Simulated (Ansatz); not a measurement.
Consider the atomization: `[NH2][Ga]([Cl])[Br]` → Br• + Cl• + Ga• + 2 H• + N•.

Computed with Ansatz on PBE0-D4/def2-TZVP structures; ΔE is electronic, products minus reactants. CCSD(T)/CBS is the MP2 limit (def2-TZVPP, def2-QZVPP) plus CCSD(T) − MP2 in def2-TZVPP, frozen cores. This one scheme is used for every species, atoms too. DFT in def2-TZVPP. No spin–orbit coupling; open shells (•) take unrestricted orbitals. Spin–orbit coupling would lower the free atoms: a little for Cl; clearly for Br, Ga. Bonds to Br, Ga are less sure, by a few kJ/mol each and by 10 to 20 or more in all where they break to atoms, as the def2 sets lack core-valence functions. Scalar relativity is left out up to krypton. Each species was taken in one conformer, which may not be the lowest.

**Question.** What is ΔE at CCSD(T)/CBS? (Estimate.)

**Answer.** The calculation gave: +431.9 kcal/mol.

**Question.** What do these levels give: r2SCAN-D4, PBE0-D4, r2SCAN0-D4, CAM-B3LYP-D4, MP2/def2-SVP, CCSD/def2-SVP? (Estimate.)

**Answer.** Computed: r2SCAN-D4 429.8, PBE0-D4 427.0, r2SCAN0-D4 421.6, CAM-B3LYP-D4 424.6, MP2/def2-SVP 407.2, CCSD/def2-SVP 389.8 kcal/mol.

Largest T1 diagnostic among the species: 0.013.

At CCSD(T), def2-SVP lies −36.4 kcal/mol from the extrapolated value and def2-TZVPP −14.0 kcal/mol: correlation converges slowly with the basis, and small sets miss more of it in the bonded molecule than in its fragments. From r2SCAN to r2SCAN0 (25 % exact exchange), in def2-TZVPP and without D4, ΔE moves by −8.4 kcal/mol: exact exchange takes away binding that semilocal exchange gives to molecules.

For atomizations the MP2-based limit and the directly extrapolated one differ by several kJ/mol either way, and by 10 to 25 for some Ge, Se and Sn compounds, so smaller differences from it don't rank the levels.
